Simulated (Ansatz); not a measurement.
Zn₁₂S₁₂ (started as a model of: Zn12S12 wurtzite hole rod). Charge 0, multiplicity 1. Geometry PBE-D4/def2-SVP; atoms count from 1.

```xyz
24

S    -0.357    4.497   -0.207
S    -0.576    1.538   -2.315
S    -2.826    0.264    0.005
S    -2.949   -2.746   -2.038
S    -0.549    1.746    2.169
S    -2.922   -2.543    2.320
S     2.922    2.543   -2.320
S     0.548   -1.746   -2.169
S     2.949    2.745    2.038
S     2.826   -0.264   -0.005
S     0.576   -1.537    2.315
S     0.358   -4.497    0.207
Zn    0.879    3.377   -1.758
Zn   -1.168    2.141   -0.092
Zn   -1.547   -0.702   -1.752
Zn   -3.294   -2.098    0.118
Zn    0.898    3.525    1.427
Zn   -1.525   -0.536    1.828
Zn    1.525    0.536   -1.828
Zn   -0.898   -3.525   -1.426
Zn    3.294    2.098   -0.118
Zn    1.547    0.702    1.752
Zn    1.168   -2.140    0.092
Zn   -0.878   -3.377    1.758
```

Single mean-field runs in def2-SVP are fitted with def2-universal-jkfit. Another isomer (singlet) lies 2.49 eV lower at PBE0-D4/def2-TZVP; other spin states weren't run for this one.

Q: Estimate the Mulliken populations from the PBE0/def2-SVP orbitals of Ansatz.

A: 
```tsv
atom	charge (e)	d electrons
S1	-0.44	–
S2	-0.55	–
S3	-0.55	–
S4	-0.44	–
S5	-0.55	–
S6	-0.44	–
S7	-0.44	–
S8	-0.55	–
S9	-0.44	–
S10	-0.55	–
S11	-0.55	–
S12	-0.44	–
Zn13	0.47	9.95
Zn14	0.52	9.96
Zn15	0.52	9.96
Zn16	0.47	9.95
Zn17	0.47	9.95
Zn18	0.52	9.96
Zn19	0.52	9.96
Zn20	0.47	9.95
Zn21	0.47	9.95
Zn22	0.52	9.96
Zn23	0.52	9.96
Zn24	0.47	9.95
```
Mulliken values depend strongly on the basis.

Q: And the Mayer bond orders between heavy atoms (over 0.3, the first 40 of 42)?

A: S1–Zn13 0.79 (2.28 Å); S1–Zn14 0.52 (2.49 Å); S1–Zn17 0.79 (2.28 Å); S2–Zn13 0.46 (2.41 Å); S2–Zn14 0.58 (2.38 Å); S2–Zn15 0.37 (2.51 Å); S2–Zn19 0.58 (2.38 Å); S3–Zn14 0.37 (2.51 Å); S3–Zn15 0.58 (2.38 Å); S3–Zn16 0.46 (2.41 Å); S3–Zn18 0.58 (2.38 Å); S4–Zn15 0.52 (2.49 Å); S4–Zn16 0.79 (2.28 Å); S4–Zn20 0.79 (2.28 Å); S5–Zn14 0.58 (2.38 Å); S5–Zn17 0.46 (2.41 Å); S5–Zn18 0.37 (2.51 Å); S5–Zn22 0.58 (2.38 Å); S6–Zn16 0.79 (2.28 Å); S6–Zn18 0.52 (2.49 Å); S6–Zn24 0.79 (2.28 Å); S7–Zn13 0.79 (2.28 Å); S7–Zn19 0.52 (2.49 Å); S7–Zn21 0.79 (2.28 Å); S8–Zn15 0.58 (2.38 Å); S8–Zn19 0.37 (2.51 Å); S8–Zn20 0.46 (2.41 Å); S8–Zn23 0.58 (2.38 Å); S9–Zn17 0.79 (2.28 Å); S9–Zn21 0.79 (2.28 Å); S9–Zn22 0.52 (2.49 Å); S10–Zn19 0.58 (2.38 Å); S10–Zn21 0.46 (2.41 Å); S10–Zn22 0.58 (2.38 Å); S10–Zn23 0.37 (2.51 Å); S11–Zn18 0.58 (2.38 Å); S11–Zn22 0.37 (2.51 Å); S11–Zn23 0.58 (2.38 Å); S11–Zn24 0.46 (2.41 Å); S12–Zn20 0.79 (2.28 Å).
